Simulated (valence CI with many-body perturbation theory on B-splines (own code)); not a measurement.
**E1 transitions of Ni13+**

Level of theory: valence CI with perturbative core correlation (CI+MBPT): five valence electrons over a frozen Dirac-Fock core [Ne], radial functions for each j: 9 s, 9 p, 8 d, 6 f, 3 g, 1 h, with the one-electron correlation potential Σ1 (screened to all orders), the two-electron term Σ2, the three-electron term Σ3, Breit, model QED; selected single and double excitations, second order for the rest (own B-spline code, finite nucleus).

No measured spectrum was set against this ion. As an estimate, levels of excited configurations hold to 0.05 to 0.15 % of their energy, terms of the ground configuration to about 0.5 %. Among the levels kept, up to 460 cm⁻¹ of a level comes from second order outside the variational space, and about a tenth of that is noise between levels of different J, which matters for small intervals.

Lines 51 to 100 of 162 in falling wavelength, among levels below 754160 cm⁻¹, chosen from the strongest by gf and those to the six lowest levels. Wavelengths and rates use the calculated energies, so an error of 200 cm⁻¹ moves a line at 25.59 nm by 0.051 % and its rate by three times that or more. Electric multipoles are in the length gauge, E1 and E2 with the static RPA response of the core. Weak lines are less certain than strong ones. Lines between different terms over intervals too small for the method are left out, as are lines whose strength nearly cancels. The highest levels of a list are the least certain.

Names give the largest LS component (configuration and term), which can be under half, so a name can repeat, a term be missing and a line seem to break the LS rules; names also repeat where a configuration has a term twice. Letters in brackets count levels of one name in rising energy.

```
λ vac (nm)                Upper           Lower   A (s⁻¹)  log gf  Branch %
     25.59     3s3p⁴ ²S_1/2 [b]  3s²3p³ ²P°_1/2  9.10e+08   -1.75       9.0
     25.56      3s3p³3d ⁶D°_3/2    3s3p⁴ ⁴P_3/2  1.60e+07   -3.20      19.3
     25.50         3s3p⁴ ²D_3/2  3s²3p³ ⁴S°_3/2  2.35e+07   -3.04       0.5
     25.37  3s²3p²3d ²P_3/2 [a]  3s²3p³ ²D°_5/2  9.28e+09   -0.45      81.2
     25.37      3s²3p²3d ⁴F_5/2  3s²3p³ ²P°_3/2  1.60e+07   -3.03       6.2
     25.27         3s3p⁴ ²D_5/2  3s²3p³ ⁴S°_3/2  1.70e+07   -3.01       0.4
     25.01      3s²3p²3d ⁴F_3/2  3s²3p³ ²P°_1/2  2.59e+07   -3.01       5.6
     24.91          3p⁵ ²P°_3/2    3s3p⁴ ⁴P_3/2  4.09e+07   -2.82       0.4
     24.88  3s²3p²3d ²P_3/2 [a]  3s²3p³ ²D°_3/2  8.96e+08   -1.48       7.8
     24.65      3s3p³3d ⁶D°_3/2    3s3p⁴ ⁴P_5/2  3.50e+07   -2.89      42.2
     24.61      3s3p³3d ⁶D°_5/2    3s3p⁴ ⁴P_5/2  4.33e+07   -2.63      72.6
     24.56     3s3p⁴ ²S_1/2 [a]  3s²3p³ ²D°_3/2  8.88e+09   -0.79      66.6
     24.56      3s3p³3d ⁶D°_7/2    3s3p⁴ ⁴P_5/2  1.06e+07   -3.11      34.4
     24.51  3s²3p²3d ²F_5/2 [a]  3s²3p³ ²P°_3/2  6.18e+06   -3.48       2.9
     24.10      3s²3p²3d ⁴D_1/2  3s²3p³ ²P°_3/2  4.33e+08   -2.12      29.5
     24.04          3p⁵ ²P°_3/2    3s3p⁴ ⁴P_5/2  1.90e+08   -2.18       1.9
     24.02      3s²3p²3d ⁴D_3/2  3s²3p³ ²P°_3/2  4.88e+07   -2.77       3.3
     23.65      3s²3p²3d ⁴D_5/2  3s²3p³ ²P°_3/2  7.33e+06   -3.43       0.7
     23.45      3s²3p²3d ⁴D_1/2  3s²3p³ ²P°_1/2  5.68e+07   -3.03       3.9
     23.37      3s²3p²3d ⁴D_3/2  3s²3p³ ²P°_1/2  2.15e+07   -3.15       1.5
     23.24     3s3p⁴ ²S_1/2 [b]  3s²3p³ ²D°_3/2  4.12e+08   -2.18       4.1
     23.17      3s²3p²3d ⁴F_3/2  3s²3p³ ²D°_5/2  1.74e+07   -3.25       3.8
     22.86      3s²3p²3d ⁴F_5/2  3s²3p³ ²D°_5/2  8.82e+07   -2.38      33.9
     22.76      3s²3p²3d ⁴F_3/2  3s²3p³ ²D°_3/2  3.53e+08   -1.96      76.5
     22.46      3s²3p²3d ⁴F_5/2  3s²3p³ ²D°_3/2  4.17e+07   -2.72      16.0
     22.42      3s²3p²3d ⁴F_7/2  3s²3p³ ²D°_5/2  4.60e+07   -2.56     100.0
     22.32  3s²3p²3d ²P_3/2 [a]  3s²3p³ ⁴S°_3/2  8.75e+07   -2.58       0.8
     22.17  3s²3p²3d ²F_5/2 [a]  3s²3p³ ²D°_5/2  3.69e+04   -5.79       0.0
     22.07     3s3p⁴ ²S_1/2 [a]  3s²3p³ ⁴S°_3/2  1.65e+08   -2.62       1.2
     21.85  3s²3p²3d ²F_7/2 [a]  3s²3p³ ²D°_5/2  5.53e+07   -2.50     100.0
     21.79  3s²3p²3d ²F_5/2 [a]  3s²3p³ ²D°_3/2  3.24e+06   -3.86       1.5
     21.76      3s²3p²3d ⁴D_3/2  3s²3p³ ²D°_5/2  7.59e+08   -1.67      52.1
     21.46      3s²3p²3d ⁴D_1/2  3s²3p³ ²D°_3/2  8.49e+08   -1.93      57.8
     21.46      3s²3p²3d ⁴D_5/2  3s²3p³ ²D°_5/2  2.16e+08   -2.05      21.6
     21.40      3s²3p²3d ⁴D_3/2  3s²3p³ ²D°_3/2  1.36e+05   -5.43       0.0
     21.10      3s²3p²3d ⁴D_5/2  3s²3p³ ²D°_3/2  2.08e+07   -3.08       2.1
     21.04  3s²3p²3d ²P_3/2 [b]  3s²3p³ ²P°_3/2  3.30e+09   -1.06       4.1
     20.99     3s3p⁴ ²S_1/2 [b]  3s²3p³ ⁴S°_3/2  1.20e+08   -2.80       1.2
     20.82      3s²3p²3d ⁴D_7/2  3s²3p³ ²D°_5/2  6.04e+06   -3.50     100.0
     20.60      3s²3p²3d ⁴F_3/2  3s²3p³ ⁴S°_3/2  6.40e+07   -2.79      13.9
     20.54      3s²3p²3d ⁴P_5/2  3s²3p³ ²P°_3/2  7.48e+06   -3.55       0.0
     20.54  3s²3p²3d ²P_3/2 [b]  3s²3p³ ²P°_1/2  1.49e+09   -1.42       1.9
     20.36      3s²3p²3d ⁴F_5/2  3s²3p³ ⁴S°_3/2  1.14e+08   -2.37      43.9
     20.30  3s²3p²3d ²P_1/2 [a]  3s²3p³ ²P°_3/2  1.39e+10   -0.76      16.6
     20.30      3s²3p²3d ⁴P_3/2  3s²3p³ ²P°_3/2  2.79e+08   -2.16       0.3
     20.08      3s²3p²3d ⁴P_1/2  3s²3p³ ²P°_3/2  4.84e+09   -1.23       4.8
     19.84  3s²3p²3d ²P_1/2 [a]  3s²3p³ ²P°_1/2  6.46e+09   -1.12       7.7
     19.84  3s²3p²3d ²D_3/2 [a]  3s²3p³ ²P°_3/2  3.34e+08   -2.10       1.4
     19.83      3s²3p²3d ⁴P_3/2  3s²3p³ ²P°_1/2  1.88e+02   -8.35       0.0
     19.80  3s²3p²3d ²F_5/2 [a]  3s²3p³ ⁴S°_3/2  2.07e+08   -2.14      95.6
```

How does gf follow from A for the line at 24.65 nm?

gf = 1.4992 × (2J+1)_upper × A / σ², with σ = 405654 cm⁻¹ and 2J+1 = 4: gf = 0.00128.
